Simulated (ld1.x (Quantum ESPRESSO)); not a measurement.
Tc, TM: configuration errors across variants

| Item | Value |
| --- | --- |
| Element | technetium (Tc) |
| Generator | ld1.x (Quantum ESPRESSO) 7.5 |
| Type | norm-conserving Troullier–Martins (Kleinman–Bylander form) |
| Functional | PBE |
| Relativity | scalar-relativistic |
| Frozen core | [Ar] 3d10 4s2 |
| Valence charge | 13 |
| Reference configuration | 4p6 4d5 5s0 5p0 (charge +2) |
| Partial waves | 5s (bound, empty): rc 2.05 bohr; 4d (bound): rc 1.45 bohr; 4p (bound): rc 1.90 bohr |
| Local potential | the p channel |
| Core correction | a·sin(br)/r model core, default radius (core density twice the valence density) |

All-electron excitation energies from the reference (eV): (1) 4p6 4d5 5s2 5p0 -23.004; (2) 4p6 4d5 5s1 5p0 -14.851; (3) 4p6 4d4 5s0 5p0 28.706; (4) 4p6 4d5 5s1.5 5p0 -19.723; (5) 4p6 4d6 5s1 5p0 -23.944; (6) 4p6 4d5 5s0 5p2 -15.293; (7) 4p6 4d5 5s0 5p1 -10.269.

The default core radius of the base comes out at 0.73 bohr.

3 further variants failed, have other tests or another functional or relativity, and are left out.

A true bound ghost makes a file unfit for plane-wave use even where its test errors are small: the radial tests pick states by their node count and pass the ghost by.

Errors AE − PS in meV (a dash: test not solved or not reliable):

| change | (1) | (2) | (3) | (4) | (5) | (6) | (7) | bound ghosts |
| --- | --- | --- | --- | --- | --- | --- | --- | --- |
| base | -15 | -3.6 | -0.5 | -8.7 | +3.5 | +281 | +205 | s |
| all radii but the core radius scaled by about 1.09 (s 2.22, p 2.06, d 1.58 bohr) | -18 | -5.2 | +1.4 | -11 | +15 | +319 | +233 | s |
| local potential the s channel | -0.7 | -1.4 | -99 | -1.7 | -27 | -1164 | -844 | none |
| core correction a·sin(br)/r model core inside 1.22 bohr | -15 | -3.5 | -1.3 | -8.6 | +3.6 | +281 | +205 | s |
| wave 4d (bound): rc 1.45 bohr becomes 4d (bound): rc 1.78 bohr | -15 | -3.5 | -0.5 | -8.6 | +3.2 | +281 | +205 | s |

Q: Give the same row for: wave 4p (bound): rc 1.90 bohr becomes 4p (bound): rc 2.94 bohr.

A: -41, -13, -51, -26, -84, -864, -598; bound ghosts: s.
